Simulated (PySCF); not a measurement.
Compound: C9H9OP.
Structure used (GFN2-xTB), in Å, numbered top down from 1:
```xyz
20
C9H9OP angstrom
C      1.195    1.797   -1.964
C     -0.056    1.662   -1.559
P     -0.585    1.490    0.183
C      0.861    0.751    0.869
C      1.855    0.368    1.434
C      3.045   -0.155    2.064
C     -1.537   -0.042   -0.040
C     -1.396   -1.317    0.435
C     -2.527   -2.031   -0.024
C     -3.274   -1.140   -0.730
O     -2.688    0.068   -0.740
H      2.018    1.758   -1.268
H      1.448    1.944   -3.002
H     -0.883    1.718   -2.258
H      3.311    0.460    2.924
H      2.871   -1.177    2.400
H      3.875   -0.154    1.357
H     -0.584   -1.687    1.027
H     -2.750   -3.064    0.147
H     -4.202   -1.239   -1.258
```

NICS = −σ at a ghost point: NICS(0) at the centroid of the ring atoms, NICS(1) 1 Å to either side along the normal of their mean plane, zz for the tensor component along that normal. Level: GIAO PBE0/pcSseg-1 (PySCF, non-relativistic, gas phase) on the GFN2-xTB geometry, one conformer.

Ring bond lengths (Å), with Mayer bond orders in brackets: C7–C8 1.367 (1.57), C8–C9 1.414 (1.27), C9–C10 1.360 (1.60), C10–O11 1.342 (1.09), O11–C7 1.352 (1.02).

Problem. Give the NICS values of each ring in ppm.

Solution. 
| ring | type | NICS(0) | NICS(1), two faces | NICS(1)zz, two faces | rms pucker (Å) | centre to ring atoms, mean (Å) |
| --- | --- | --- | --- | --- | --- | --- |
| C7–C8–C9–C10–O11 | 5-membered ring with O; formal bonds all aromatic | -11.5 | -10.2 / -10.3 | -26.2 / -25.6 | 0.00 | 1.16 |

Problem. What do they say, and how far can they be read as aromaticity?

Solution. 
- C7–C8–C9–C10–O11: mean NICS(1)zz -25.9 ppm, shielded. The ring is flat and has no four-coordinate atom; by the NICS criterion it is aromatic.

Problem. How equal are the bonds by HOMA? HOMA = 1 − mean of α(R − Ropt)² over the ring bonds, with Krygowski's 1993 parameters (CC: Ropt 1.388 Å, α 257.7 Å⁻²; CO: Ropt 1.265 Å, α 157.38 Å⁻²).

Solution. 
- C7–C8–C9–C10–O11: HOMA 0.48; the largest term is that of O11–C7, α(R − Ropt)² = 1.19.

Problem. Give the inner angles of the rings and the Hirshfeld charges of the ring atoms.

Solution. 
- C7–C8–C9–C10–O11: C7 110.1° (-0.003 e), C8 106.0° (-0.092 e), C9 106.1° (-0.090 e), C10 110.7° (+0.004 e), O11 107.2° (-0.063 e); sum 540.0° against 540° for a flat convex ring.

Problem. What are the shieldings of the ring atoms and their hydrogens in the same run (means over atoms taken as equivalent)?

Solution. 
```tsv
atoms	environment	σ isotropic (ppm)	principal values of the symmetric part, first atom (ppm)
C7	substituted aromatic carbon	28.6	-39.2, 30.7, 94.2
C8	aromatic CH carbon	65.9	-21.8, 61.8, 157.7
C9	aromatic CH carbon	69.4	-19.0, 64.7, 162.4
C10	aromatic CH next to a ring oxygen	35.6	-41.8, 43.8, 104.8
O11	furan-type oxygen	29.5	-105.5, -64.7, 258.8
H18	aromatic hydrogen	24.68	20.9, 24.2, 29.0
H19	aromatic hydrogen	25.05	23.0, 25.6, 26.5
H20	aromatic hydrogen	24.00	21.1, 24.9, 26.0
```

The run took 60 s wall on Arm Neoverse V2, one thread, shared host, and the process peaked at 1.0 GiB of memory. This is the whole shielding run at PBE0/pcSseg-1, SCF included.
